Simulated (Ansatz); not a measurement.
Consider the redistribution: `OB(F)[SiH2]S` + `OB(O)[SiH3]` → `OB(F)[SiH2][SiH3]` + `OB(O)S`.

Gas-phase electronic energies from Ansatz, PBE0-D4/def2-TZVP geometries. CBS: MP2 limit from def2 TZ/QZ plus the TZ coupled-cluster correction, frozen cores. One conformer a species, not always the lowest.

| species | CCSD(T)/CBS(def2) energy (Eh) |
| --- | --- |
| `OB(F)[SiH2]S` | -889.15598 |
| `OB(O)[SiH3]` | -467.31854 |
| `OB(F)[SiH2][SiH3]` | -781.62746 |
| `OB(O)S` | -574.86140 |

Task: Work out ΔE.

Result: ΔE = (-781.62746) + (-574.86140) − (-889.15598) − (-467.31854) = -0.01434 Eh = -9.0 kcal/mol.

Largest T1 diagnostic among the species: 0.014.
